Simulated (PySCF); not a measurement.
PySCF 2.14 output of an unrestricted PBE calculation on a single atom or ion in aug-cc-pCVTZ-DK with one added diffuse shell each of s, p, d, f type (9s8p6d4f, 91 functions), with the spin-free X2C one-electron Hamiltonian (Gaussian nucleus):

```
SCF conv_tol = 1e-09
number electrons alpha = 8  beta = 5
    J. P. Perdew, K. Burke, and M. Ernzerhof.,  Phys. Rev. Lett. 77, 3865 (1996)
    J. P. Perdew, K. Burke, and M. Ernzerhof.,  Phys. Rev. Lett. 78, 1396 (1997)
    J. P. Perdew, K. Burke, and M. Ernzerhof.,  Phys. Rev. Lett. 77, 3865 (1996)
    J. P. Perdew, K. Burke, and M. Ernzerhof.,  Phys. Rev. Lett. 78, 1396 (1997)
cycle= 1 E= -242.371438355367  delta_E= -0.0105  |g|= 0.0238  |ddm|= 0.41
cycle= 2 E= -242.371799059212  delta_E= -0.000361  |g|= 0.0117  |ddm|= 0.253
cycle= 3 E= -242.371870634476  delta_E= -7.16e-05  |g|= 0.000321  |ddm|= 0.0526
cycle= 4 E= -242.371870959005  delta_E= -3.25e-07  |g|= 8.22e-05  |ddm|= 0.00432
cycle= 5 E= -242.371870975663  delta_E= -1.67e-08  |g|= 4.55e-05  |ddm|= 0.00161
cycle= 6 E= -242.371870976987  delta_E= -1.32e-09  |g|= 2.07e-06  |ddm|= 0.000228
cycle= 7 E= -242.371870976997  delta_E= -9.78e-12  |g|= 2.6e-07  |ddm|= 2.3e-05
converged SCF energy = -242.371870976997  <S^2> = 3.7500214  2S+1 = 4.0000107
```

The run itself started from symmetry-adapted Hartree-Fock orbitals and held the occupation by maximum overlap, on a logarithmic radial grid, so the iterations belong to that start.

Question: Which element, charge and spin multiplicity is this?

Answer: Al (aluminium, neutral), multiplicity 4; the state was [Ne] 3s1 3p1 3d1, one real determinant (an excited configuration).

⟨L²⟩ = 8.00 against 12 for a pure F term, so this real determinant mixes terms. The outer electron is Rydberg-like, and this basis confines it to a smaller radius and binds it less than a complete one would.
